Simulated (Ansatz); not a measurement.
F2Sn, triplet, at a GFN2-xTB geometry (such geometries of metal compounds can be far from the true shape) (the spin is typed, not shown lowest) (core potentials on Sn).

Here is a job for Ansatz (a first-principles code).
Ansatz 0.2 input:
```yaml
crystal:
  periodic: [false, false, false]
  atoms:
    - {symbol: Sn, position_ang: [0.01143259, -0.00624862, 0.27199345]}
    - {symbol: F, position_ang: [0.94055696, 1.78574342, -0.75578035]}
    - {symbol: F, position_ang: [-1.00407134, -1.75102884, -0.75529439]}
basis:
  gaussian:
    orbitals: def2-TZVP
hamiltonian:
  xc: b3lyp
magnetization: {spin_polarized: true, initial_magnetization: 2}
```

### Question
Estimate the number of basis functions that B3LYP/def2-TZVP in Ansatz returns for this input.

### Answer
112

### Question
Give the <S^2> at the level B3LYP/def2-TZVP.

### Answer
2.016

### Question
Estimate the total energy that B3LYP/def2-TZVP returns for this input.

### Answer
-414.079377 Ha
